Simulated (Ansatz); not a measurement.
Basis sets compared for In₂As (the lowest doublet isomer of a short search). Total charge 0; doublet. Geometry PBE-D4/def2-TZVP. Ansatz on 2 threads of Arm Neoverse V2 on a shared host; times are rough, and most runs start from earlier orbitals.

```tsv
atom	x (Å)	y (Å)	z (Å)
In1	1.846	0.432	1.282
In2	-2.071	-0.884	-0.409
As3	0.225	0.452	-0.873
```

In the def2 sets In takes a core potential; there is no spin–orbit coupling. The structure comes from a short search, and lower isomers may exist.

Binding counts from free atoms (In doublet, As quartet) in the same basis, without a counterpoise term.

```json
{"level": "PBE-D4/def2-SVP", "functions": "84", "energy (Eh)": "-2615.5865", "HOMO (eV)": "-4.38", "LUMO (eV)": "-4.20", "binding per atom (eV)": "1.52", "wall time": "3.9 s"}
{"level": "PBE-D4/def2-TZVP (with forces)", "functions": "148", "energy (Eh)": "-2615.8752", "HOMO (eV)": "-4.42", "LUMO (eV)": "-4.20", "binding per atom (eV)": "1.54", "wall time": "9 s"}
{"level": "r2SCAN-D4/def2-TZVP", "functions": "148", "energy (Eh)": "-2616.3236", "HOMO (eV)": "-4.62", "LUMO (eV)": "-3.94", "binding per atom (eV)": "1.46", "wall time": "23 s"}
{"level": "PBE0-D4/def2-SVP", "functions": "84", "energy (Eh)": "-2615.6401", "HOMO (eV)": "-5.13", "LUMO (eV)": "-3.30", "binding per atom (eV)": "1.42", "wall time": "4 s"}
{"level": "PBE0-D4/def2-TZVP", "functions": "148", "energy (Eh)": "-2615.9269", "HOMO (eV)": "-5.16", "LUMO (eV)": "-3.29", "binding per atom (eV)": "1.45", "wall time": "9 s"}
```

**Question.** Estimate the rows for PBE-D4/def2-TZVPD, r2SCAN-D4/def2-TZVPD, PBE0-D4/def2-TZVPD.

**Answer.** 
| level | functions | energy (Eh) | HOMO (eV) | LUMO (eV) | binding per atom (eV) | wall time |
| --- | --- | --- | --- | --- | --- | --- |
| PBE-D4/def2-TZVPD | 166 | -2615.8761 | -4.46 | -4.23 | 1.55 | 11 s |
| r2SCAN-D4/def2-TZVPD | 166 | -2616.3244 | -4.64 | -3.96 | 1.47 | 27 s |
| PBE0-D4/def2-TZVPD | 166 | -2615.9277 | -5.19 | -3.32 | 1.46 | 17 s |
